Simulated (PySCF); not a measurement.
## A run with a changed setting

The sound run of Y2S3 (singlet) uses PySCF 2.14.0, RKS PBE0, Y def2-SVP with ECP28, S def2-SVP; non-relativistic Hamiltonian with scalar-relativistic core potentials where named; density fitting; no spin-orbit coupling, grid (50, 194), threshold 1e-8 and 55 cycles at the relaxed geometry. This run, with dm0 from free metal ions and neutral atoms, differs:

```python
mol = gto.M(atom='''
Y      0.00000     0.00000     1.49927
Y     -0.00000    -0.00000    -1.49927
S      2.03030     0.00003    -0.00000
S     -1.01518     1.75828    -0.00000
S     -1.01512    -1.75831     0.00000''',
    basis={'Y': 'def2-SVP', 'S': 'def2-SVP'},
    ecp={'Y': 'def2-SVP'},
    charge=0, spin=12)
mf = dft.UKS(mol, xc='PBE0')
mf.grids.atom_grid = (50, 194)
mf = mf.density_fit()  # fitting sets: Y def2-universal-JKFIT, S def2-universal-JKFIT
mf.conv_tol = 1e-08; mf.max_cycle = 58
mf.kernel(dm0)
mf.nuc_grad_method().kernel()
```

**Question.** What was changed, and how did it end?

**Answer.** The spin was changed. It converged in 24 cycles, 27.781 eV from the sound run, largest force component 5.29 eV/Å. The cycle limit differs too. These settings are unsound on purpose: the numbers aren't the compound's.
```
init E= -1301.04077410652
cycle= 1 E= -1267.95746656249  delta_E= 33.1  |g|= 1.78  |ddm|= 3.83
cycle= 2 E= -1267.69372342952  delta_E= 0.264  |g|=  1.6  |ddm|= 6.82
cycle= 3 E= -1268.41845424849  delta_E= -0.725  |g|= 1.14  |ddm|= 5.88
cycle= 4 E= -1269.11053876058  delta_E= -0.692  |g|= 0.755  |ddm|= 3.41
cycle= 5 E= -1269.58929541579  delta_E= -0.479  |g|= 0.254  |ddm|= 1.93
...
cycle= 22 E= -1269.66986478897  delta_E= -5.82e-08  |g|= 0.000106  |ddm|= 0.00194
cycle= 23 E= -1269.66986482985  delta_E= -4.09e-08  |g|= 3.6e-05  |ddm|= 0.00158
cycle= 24 E= -1269.6698648327  delta_E= -2.86e-09  |g|= 9.86e-06  |ddm|= 0.000454
Extra cycle  E= -1269.66986483307  delta_E= -3.7e-10  |g|= 1.03e-05  |ddm|= 0.000104
converged SCF energy = -1269.66986483307  <S^2> = 42.009481  2S+1 = 13.001459
```

Run from Python with OMP_NUM_THREADS=2; the lines above give its settings.
It took 9.2 s on 2 threads of AMD EPYC 9B14 (Zen 4), with other jobs on the host.
